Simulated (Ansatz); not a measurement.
A run on C₂H₄GeN, SMILES `[C]#[C][GeH2][NH2]` radical with other settings.

```yaml
crystal:
  periodic: [false, false, false]
  atoms:
    - {symbol: C, position_ang: [2.284564, -0.492247, 1.725315]}
    - {symbol: C, position_ang: [1.373643, -0.043709, 1.078737]}
    - {symbol: Ge, position_ang: [-0.083540, 0.648090, -0.114748]}
    - {symbol: N, position_ang: [-1.081162, -0.679541, -0.784915]}
    - {symbol: H, position_ang: [0.559212, 1.493921, -1.185368]}
    - {symbol: H, position_ang: [-0.950171, 1.502075, 0.915559]}
    - {symbol: H, position_ang: [-0.543439, -1.229716, -1.454527]}
    - {symbol: H, position_ang: [-1.579751, -1.240195, -0.197058]}
basis:
  gaussian: {orbitals: STO-3G, fitting: {mean_field: def2-universal-jkfit}}
magnetization: {spin_polarized: true, initial_magnetization: 1}
hamiltonian: {xc: {name: HF}}
correlation: {active_space: {window: {electrons: 40, orbitals: 30}}}
output: {forces: true}
```

```sh
$ ansatz run in.yaml --threads 4 --pin off --events-out ev --progress --plain --max-ram 10444MiB
```

Shortened log:

```
Error: invalid value for `correlation.active_space`: it starts from restricted Hartree–Fock orbitals; set hamiltonian.xc: hf without magnetization.spin_polarized
```
